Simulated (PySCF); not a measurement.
# Silicon: a sound run and one with changed settings

Sound run: Si⁺ [Ne] 3s2 3p1, Si²⁺ [Ne] 3s2. Computed with PySCF 2.14 in cc-pV(T+d)Z (5s4p3d1f, 39 functions), with the non-relativistic Hamiltonian (point nucleus). The sound run starts from symmetry-adapted Hartree-Fock orbitals and uses a fine grid where one is needed.

A second run was set up differently.

```tsv
species	method	sound run (hartree)	changed run (hartree)	converged
Si⁺	UHF	-288.57573	-288.57573	yes
Si⁺	PBE	-288.92558	-288.92554	yes
Si⁺	M06-L	-289.06497	-289.06527	yes
Si²⁺	UHF	-287.99425	-287.99425	yes
Si²⁺	PBE	-288.32318	-288.32318	yes
Si²⁺	M06-L	-288.46980	-288.46980	yes
```

Ionisation energy of Si⁺:

```json
{"method": "UHF", "sound run (eV)": "15.823", "changed run (eV)": "15.823"}
{"method": "PBE", "sound run (eV)": "16.392", "changed run (eV)": "16.391"}
{"method": "M06-L", "sound run (eV)": "16.195", "changed run (eV)": "16.203"}
```

What was changed?
A. basis contracted for another Hamiltonian
B. angular grid far too coarse
C. minimal basis
D. all electrons correlated in a valence basis

B. It used 26 angular points. A coarse angular grid integrates products of high-l functions wrongly, so density functionals can shift, and the SCF can exploit the error; Hartree-Fock and MP2 need no grid.
